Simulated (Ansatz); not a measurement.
Stepwise reaction of `[CH3][GeH]([NH2])[NH2]` with hydrogen chloride, as a gas-phase model of exchange steps in deposition or etching. ΔE in kJ/mol.

Calculated with Ansatz (gas phase, PBE0-D4/def2-TZVP geometries, no zero-point term in ΔE). CCSD(T)/CBS is the MP2 limit (def2-TZVPP, def2-QZVPP) plus CCSD(T) − MP2 in def2-TZVPP, frozen cores. This one scheme is used for every species. Functionals use def2-TZVPP. B3LYP here is the variant with VWN-RPA as its local correlation; programs differ in this. For Ge outer-core shells are correlated without core-valence functions, which leaves a few kJ/mol of doubt a bond. Scalar relativity is left out up to krypton. One conformer a species, not always the lowest.

| step | reaction | PBE-D4 | B3LYP-D4 | ωB97M-V | CCSD(T)/CBS |
| --- | --- | --- | --- | --- | --- |
| 2 | `[CH3][GeH]([NH2])[Cl]` + HCl → `[CH3][GeH]([Cl])[Cl]` + NH₃ | -63.5 | -63.4 | -62.6 | -59.5 |

(1) Give the row of step 1, `[CH3][GeH]([NH2])[NH2]` + HCl → `[CH3][GeH]([NH2])[Cl]` + NH₃. (An estimate is asked.)

(2) By hand: ΔE of the 2 steps together at CCSD(T)/CBS.

Answers

(1) Computed: 
```
step                                                        reaction  PBE-D4  B3LYP-D4  ωB97M-V  CCSD(T)/CBS
   1  `[CH3][GeH]([NH2])[NH2]` + HCl → `[CH3][GeH]([NH2])[Cl]` + NH₃   -88.6     -88.5    -86.8        -82.5
```

(2) (-82.5) + (-59.5) = -142.0 kJ/mol, or -71.0 kJ/mol a step.

In ΔE each step is higher than the one before. All are downhill at CCSD(T)/CBS. PBE-D4 differs from CCSD(T)/CBS by -6.1 to -4.0 kJ/mol a step. Isolated molecules leave out the surface, adducts and barriers. Largest T1 diagnostic: 0.010.
